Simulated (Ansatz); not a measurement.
Ansatz (a program for electronic structure) input (CCSD(T,core; 1s of Na to Cl frozen)/cc-pwCVTZ):
A basis named .json is the Basis Set Exchange file of that set.

Ansatz 0.2 input:
```yaml
crystal:
  periodic: [false, false, false]
  atoms:
    - {symbol: B, position_ang: [-0.01550774, -0.00850457, -0.33305316]}
    - {symbol: Cl, position_ang: [0.06821220, 0.03740813, 1.46496419]}
    - {symbol: O, position_ang: [-1.19944168, -0.10694537, -0.96772624]}
    - {symbol: C, position_ang: [-2.45889749, -0.18205847, -0.31032426]}
    - {symbol: O, position_ang: [1.10413598, 0.05467895, -1.07911338]}
    - {symbol: C, position_ang: [2.41901613, 0.16018720, -0.54619077]}
    - {symbol: H, position_ang: [-3.21843675, -0.25339924, -1.08598200]}
    - {symbol: H, position_ang: [-2.51176899, -1.06179958, 0.33267650]}
    - {symbol: H, position_ang: [-2.63790505, 0.70886296, 0.29333550]}
    - {symbol: H, position_ang: [2.65541985, -0.69925770, 0.08282238]}
    - {symbol: H, position_ang: [2.52928379, 1.07140484, 0.04348138]}
    - {symbol: H, position_ang: [3.10307224, 0.19013240, -1.39165209]}
basis:
  gaussian:
    orbitals: cc-pwCVTZ.json
magnetization: {spin_polarized: false}
correlation: {method: ccsd_t, frozen_orbitals: {B: 0, C: 0, Cl: 1, H: 0, O: 0}}
```

End of the output:

```
1 core orbitals not correlated
reference -19412.42544156 eV, -713.3934767626 hartree; 27, 27 occupied and 330, 330 virtual orbitals, 2103 factors
second order -44.49362969 eV of doubles, -0.00000000 eV of singles
coupled cluster: 30.29 GiB planned
cycle   1  -44.85989394 eV  change   -3.7e-1 eV  update   1.1e-1
cycle   2  -45.63789233 eV  change   -7.8e-1 eV  update   3.2e-2
cycle   3  -45.80208799 eV  change   -1.6e-1 eV  update   1.7e-2
cycle   4  -45.77822572 eV  change    2.4e-2 eV  update   3.9e-3
cycle   5  -45.77680724 eV  change    1.4e-3 eV  update   1.8e-3
cycle   6  -45.77828200 eV  change   -1.5e-3 eV  update   5.2e-4
cycle   7  -45.77793923 eV  change    3.4e-4 eV  update   1.8e-4
cycle   8  -45.77779434 eV  change    1.4e-4 eV  update   5.0e-5
cycle   9  -45.77781180 eV  change   -1.7e-5 eV  update   1.7e-5
perturbative correction -1.39997737 eV, -0.0514482194 hartree
Total energy: -19459.60323072 eV, -715.1272285362 hartree
```
